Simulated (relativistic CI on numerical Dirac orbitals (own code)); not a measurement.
Ir3+: 5d valence photoemission

Computed with this model: Dirac-Coulomb-Breit CI, separate exchange-only KLI orbitals for each configuration, QED by a radiative potential, valence Slater integrals scaled by 0.8, multiplet model of photoemission in the sudden approximation; configurations [Xe] 4f14 5d6 → [Xe] 4f14 5d5; 80 K; Lorentzian 0.21 eV and Gaussian 0.5 eV FWHM. Energies are those of the free ion, without screening or charge transfer. The energies are binding energies and can lie tens of eV above those of solids. S is read from ⟨S²⟩ = S(S + 1).

Field parameters in Wybourne normalisation: D4h B²₀ = −7Ds, B⁴₀ = 21(Dq − Dt), B⁴₄ = 21√(5/14) Dq. The field is a parameter set, without covalency.

free ion: ground-state S = 1.85, centroid 42.80 eV. Peaks (eV, height): 40.5 (48), 43.3 (100), 44.9 (13), 45.7 (8).

D4h, 10Dq = 19300, Ds = -1500, Dt = -570 cm⁻¹: ground-state S = 0.38, centroid 43.08 eV. Peaks (eV, height): 42.1 (79), 43.1 (100).

D4h, 10Dq = 19300, Ds = -600, Dt = -570 cm⁻¹: ground-state S = 0.38, centroid 43.08 eV. Peaks (eV, height): 42.1 (72), 43.2 (100).

D4h, 10Dq = 19300, Ds = 1200, Dt = -570 cm⁻¹: ground-state S = 0.38, centroid 43.08 eV. Peaks (eV, height): 42.0 (83), 43.2 (100).

D4h, 10Dq = 19300, Ds = 2100, Dt = -570 cm⁻¹: ground-state S = 0.39, centroid 43.08 eV. Peaks (eV, height): 41.9 (92), 43.1 (100), 45.2 (7).

D4h, 10Dq = 19300, Ds = 3000, Dt = -570 cm⁻¹: ground-state S = 0.40, centroid 43.08 eV. Peaks (eV, height): 41.8 (100), 43.1 (98), 43.6 (97), 45.0 (11).

Strongest unbroadened transitions for D4h, 10Dq = 19300, Ds = 1200, Dt = -570 cm⁻¹:

```csv
Energy (eV),Relative strength
42.01,100.0
43.00,68.8
43.19,40.6
43.43,25.9
43.65,47.8
43.71,8.0
44.08,8.0
44.52,0.5
44.80,0.6
44.89,0.9
45.17,0.5
45.32,0.8
45.39,0.8
45.50,0.4
46.01,2.1
46.56,2.0
46.65,1.3
47.13,0.5
```
